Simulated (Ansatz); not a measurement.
Ansatz (an electronic-structure program) input (B3LYP/def2-TZVPD):

Ansatz 0.2 input:
```yaml
crystal:
  periodic: [false, false, false]
  atoms:
    - {symbol: N, position_ang: [-1.07507719, 0.23822819, 0.43303185]}
    - {symbol: C, position_ang: [0.23242619, 0.27986572, -0.02358309]}
    - {symbol: O, position_ang: [0.90154781, -0.66954360, -0.33390847]}
    - {symbol: H, position_ang: [-1.71882519, 0.69123646, -0.22418744]}
    - {symbol: H, position_ang: [0.63742601, 1.31832075, 0.00573087]}
basis:
  gaussian:
    orbitals: def2-TZVPD
hamiltonian:
  xc: {name: B3LYP}
total_charge: -1
```

Output:

```
Functional definition: B3LYP
integrals: 0.03 GiB planned
639 factors; their error is unknown
mean field: 0.38 GiB planned
mean field evaluation 1: about -4605.2920 eV, gradient 3.8e1 eV
mean field evaluation 2: about -4574.2715 eV, gradient 1.1e2 eV
mean field evaluation 4: about -4607.9109 eV, gradient 1.3e1 eV
mean field evaluation 8: about -4608.1708 eV, gradient 1.9e-1 eV
mean field evaluation 16: about -4608.1747 eV, gradient 6.7e-5 eV
mean field -4608.17465113 eV, -169.3472948960 hartree, gradient 6.7e-5 eV, S^2 0.000000; 0 other end points of the search recorded, 0 dependent functions left out
reference -4608.17487095 eV, -169.3473029743 hartree; 12, 12 occupied and 120, 120 virtual orbitals, 639 factors
Total energy: -4608.17487095 eV, -169.3473029743 hartree
```

This state (charge -1, singlet) is run at the relaxed geometry of the species with charge 0 and multiplicity 2.
